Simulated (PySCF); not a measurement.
## A small calculation by hand: entropy of an ideal gas

C₄H₄F₂, SMILES CC=C=C(F)F.

Coordinates come from a PBE0-D3(BJ)/def2-SVP optimisation.

PySCF with PBE0-D3(BJ)/def2-SVP gives the harmonic wavenumbers 123, 130, 169, 271, 447, 542, 594, 619, 786, 838, 991, 1048, 1114, 1267, 1316, 1380, 1442, 1449, 1552, 2151, 3053, 3125, 3134, 3183 cm⁻¹ and the rotational temperatures 0.4132, 0.0853, 0.0765 K. The molar mass is 90.07 g/mol, the symmetry number 1, the spin multiplicity 1.

Problem. Work out the entropy at 298.15 K and 1 atm in the rigid-rotor, harmonic-oscillator model.

Solution. 
Translation (Sackur–Tetrode at 1 atm): S = R[1.5 ln M + 2.5 ln T − 1.16487] = 164.9 J/(mol K).
Rotation: q = (√π/σ) T^1.5/√(θA θB θC) = 176000, S = R[ln q + 3/2] = 112.9 J/(mol K).
Vibration: with u = 1.4388 ν/T, each mode gives R[u/(e^u − 1) − ln(1 − e^−u)]:
| ν (cm⁻¹) | modes | u | S (J/(mol K)) |
|---|---|---|---|
| 123 | 1 | 0.59 | 12.77 |
| 130 | 1 | 0.63 | 12.33 |
| 169 | 1 | 0.82 | 10.24 |
| 271 | 1 | 1.31 | 6.65 |
| 447 | 1 | 2.16 | 3.37 |
| 542 | 1 | 2.62 | 2.35 |
| 594 | 1 | 2.87 | 1.93 |
| 619 | 1 | 2.99 | 1.75 |
| 786 | 1 | 3.79 | 0.92 |
| 838 | 1 | 4.04 | 0.75 |
| 991 | 1 | 4.78 | 0.41 |
| 1048 | 1 | 5.06 | 0.32 |
| 1114 | 1 | 5.38 | 0.25 |
| 1267 | 1 | 6.11 | 0.13 |
| 1316 | 1 | 6.35 | 0.11 |
| 1380 | 1 | 6.66 | 0.08 |
| 1442 | 1 | 6.96 | 0.06 |
| 1449 | 1 | 6.99 | 0.06 |
| 1552 | 1 | 7.49 | 0.04 |
The stiffer modes add less than 0.005 each. Sum 54.5 J/(mol K).
Spin: R ln 1 = 0.0 J/(mol K).
Total 332.3 J/(mol K); the program's own thermochemistry gives 332.3. Translation makes up 50 % and vibration 16 %. Anharmonicity, hindered rotation and orbital degeneracy are left out.
